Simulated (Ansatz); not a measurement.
C₂H₆BCl⁺, that is BMe2Cl with one electron fewer. Charge 1, multiplicity 2. Geometry PBE-D4/def2-SVP, that of the neutral singlet; atoms count from 1.

```xyz
10

B    -0.3642   -0.3949    0.0046
C     0.1562    0.1521    1.3799
H    -0.4807    1.0313    1.6368
H     1.1941    0.5393    1.3197
H     0.0664   -0.5623    2.2207
C     0.1229    0.1483   -1.3842
H     1.0529   -0.4127   -1.6390
H     0.4185    1.2169   -1.3432
H    -0.5877   -0.0165   -2.2167
Cl   -1.5784   -1.7014    0.0215
```

(1) Estimate the Mulliken populations from the PBE0/def2-TZVP orbitals of Ansatz.

(2) Where does the spin sit?

(3) And the Mayer bond orders between bonded heavy atoms (over 0.3)?

## Answers

(1) 
| atom | charge (e) | spin (α − β) |
| --- | --- | --- |
| B1 | 0.17 | 0.05 |
| C2 | -0.38 | 0.18 |
| H3 | 0.23 | 0.00 |
| H4 | 0.21 | 0.00 |
| H5 | 0.20 | 0.00 |
| C6 | -0.38 | 0.18 |
| H7 | 0.23 | 0.00 |
| H8 | 0.21 | 0.00 |
| H9 | 0.20 | 0.00 |
| Cl10 | 0.31 | 0.56 |
Mulliken values and Mayer orders depend strongly on the basis.

(2) Summed by element: B 0.05, C 0.36, H 0.02, Cl 0.56, of 1 unpaired in all. Largest on single atoms: Cl10 0.56, C6 0.18, C2 0.18.

(3) B1–C2 0.99 (1.57 Å); B1–C6 0.99 (1.57 Å); B1–Cl10 1.31 (1.78 Å).
